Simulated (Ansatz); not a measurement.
Al$_{2}$H$_{4}$OSeSi (`[AlH2][Al]1[O][SiH2][Se]1`), 9 atoms. Charge 0, multiplicity 1. Correlated methods include outer-core shells of Se, which these sets cover unevenly. Scalar relativity is left out up to krypton. All runs use 4 threads of a server CPU on a shared host. Correlated methods freeze the cores.

Question: Give the basis size and wall time and peak host memory of each of these runs in Ansatz. RKS PBE0-D4/def2-SVP energy; RKS B97M-V/def2-TZVPP energy; RHF-CCSD(T)/def2-TZVPP energy; RKS PBE0-D4/def2-TZVP frequencies; RKS ωB97M-V/def2-TZVPP energy and forces; RKS PBE0-D4/def2-TZVP relaxation (14 steps); RHF-MP2/def2-QZVPP energy; RKS B3LYP-D4/def2-TZVPP energy and forces; RKS ωB97M-V/def2-QZVPP energy; RKS ωB97X-V/def2-TZVPP energy; RKS ωB97M-V/def2-SVP energy; RKS PBE0-D4/def2-QZVPP energy. (Estimate.)

Answer: Computed: Other jobs shared the machine, so times are rough.

| level | job | functions | wall time | peak host memory (GiB) |
| --- | --- | --- | --- | --- |
| RKS PBE0-D4/def2-SVP | energy | 120 | 1.6 s | 0.28 |
| RKS B3LYP-D4/def2-TZVPP | energy and forces | 261 | 6.5 s | 0.93 |
| RKS ωB97M-V/def2-SVP | energy | 120 | 7 s | 0.44 |
| RKS ωB97X-V/def2-TZVPP | energy | 261 | 11 s | 1.1 |
| RKS B97M-V/def2-TZVPP | energy | 261 | 11 s | 0.51 |
| RKS PBE0-D4/def2-QZVPP | energy | 476 | 13 s | 2.5 |
| RKS ωB97M-V/def2-TZVPP | energy and forces | 261 | 16 s | 1.2 |
| RHF-MP2/def2-QZVPP | energy | 476 | 25 s | 2.9 |
| RKS ωB97M-V/def2-QZVPP | energy | 476 | 27 s | 2.8 |
| RKS PBE0-D4/def2-TZVP | relaxation (14 steps) | 214 | 70 s | 0.74 |
| RHF-CCSD(T)/def2-TZVPP | energy | 261 | 3 min | 5.5 |
| RKS PBE0-D4/def2-TZVP | frequencies | 214 | 3.1 min | 0.75 |

B3LYP here is the variant with VWN-RPA as its local correlation; programs differ in this.
